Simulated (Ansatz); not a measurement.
```yaml
crystal:
  periodic: [false, false, false]
  atoms:
    - {symbol: P, position_ang: [-1.696334, 1.103291, 0.538196]}
    - {symbol: Si, position_ang: [-0.209219, -0.553835, 0.313838]}
    - {symbol: C, position_ang: [1.553523, -0.151496, -0.030862]}
    - {symbol: S, position_ang: [0.753686, -0.996510, -1.487423]}
    - {symbol: H, position_ang: [-2.731791, 0.368264, -0.099843]}
    - {symbol: H, position_ang: [-1.273370, 1.729693, -0.663462]}
    - {symbol: H, position_ang: [-0.498536, -1.680452, 1.231412]}
    - {symbol: H, position_ang: [1.843918, 0.873738, -0.241107]}
    - {symbol: H, position_ang: [2.346422, -0.738994, 0.421951]}
basis:
  gaussian: {orbitals: aug-pcseg-2}
magnetization: {spin_polarized: true, initial_magnetization: 1}
hamiltonian: {xc: {name: r2SCAN0}}
```

```sh
$ ansatz run in.yaml --threads 2 --pin off --events-out ev --progress --plain --max-ram 4352MiB
```

Shortened log:

```
Error: a molecule whose nuclei and cores have a total charge of 56 cannot have a net charge of 0 together with 1 unpaired electrons
```

(1) What is wrong with this run?

Results:

(1) The number of unpaired electrons doesn't fit the electron count. The program refused the input.
